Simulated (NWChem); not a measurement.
# H$_{4}$PO$_{4}$ cation; SMILES [OH+]=P(O)(O)O

```xyz
9

O     -0.2705    -1.3025    -0.8245
P      0.0000     0.0000     0.0000
O      1.3025    -0.2705     0.8245
O      0.2705     1.3025    -0.8245
O     -1.3025     0.2705     0.8245
H     -1.1407    -1.4120    -1.2569
H      1.4120    -1.1407     1.2569
H      1.1407     1.4120    -1.2569
H     -1.4120     1.1407     1.2569
```
Atoms are numbered in this order, from 1.

All runs: NWChem. Pople sets run with spherical d functions. All runs use the structure optimised with B3LYP/6-31G* (spherical d). B3LYP is NWChem's, with the RPA form of VWN correlation. Atomic charges in e: unrestrained fits to the electrostatic potential beside Mulliken populations; buried atoms are poorly determined by the fit.

For level B3LYP/def2-SVP:

```yaml
Mulliken O1: -0.29
ESP P2: 1.34
Mulliken P2: 1.08
Mulliken O3: -0.29
Mulliken O4: -0.29
Mulliken O5: -0.29
```

Task: How do the values read with level Hartree-Fock/6-31G* instead?

Result: 
| Quantity | Result |
|---|---|
| Mulliken O1 | -0.77 |
| ESP P2 | 1.54 |
| Mulliken P2 | 1.84 |
| Mulliken O3 | -0.77 |
| Mulliken O4 | -0.77 |
| Mulliken O5 | -0.77 |
